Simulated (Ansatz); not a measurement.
`CC(C)[O][Ge][Cl]`. Charge 0, multiplicity 1.

```xyz
13

C    -1.466    0.058   -0.371
C     0.019   -0.221   -0.272
C     0.348   -1.238    0.801
O     0.690    0.996    0.034
Ge    1.889    1.665   -1.092
Cl    2.383    3.432    0.097
H    -1.833    0.465    0.574
H    -1.673    0.785   -1.158
H    -2.018   -0.859   -0.594
H     0.370   -0.608   -1.244
H     1.423   -1.425    0.841
H    -0.161   -2.185    0.605
H     0.030   -0.865    1.777
```

Q: List the harmonic frequencies (cm⁻¹, unscaled) at PBE0-D4/def2-TZVP in Ansatz. (Best estimate.)

A: The calculation gave: 43, 69, 96, 202, 220, 253, 344, 399, 434, 437, 684, 872, 928, 946, 1008, 1148, 1164, 1197, 1360, 1387, 1397, 1409, 1469, 1475, 1484, 1498, 2956, 3050, 3054, 3130, 3133, 3135, 3137.

Q: Is this a minimum?

A: Yes, all 33 modes are real.

Q: Give the ideal-gas thermochemistry at 298.15 K and 1 bar (rigid rotor, harmonic oscillator; point group Cs, symmetry number 1).

A: Zero-point energy 260.3 kJ/mol; H(298) − E = 284.9 kJ/mol; entropy 392.6 J/(mol·K), of which translation 172.7, rotation 121.4, vibration 98.5; G(298) − E = 167.9 kJ/mol. Modes under 100 cm⁻¹ are hindered rotations or soft bends, so the harmonic entropy is rough.
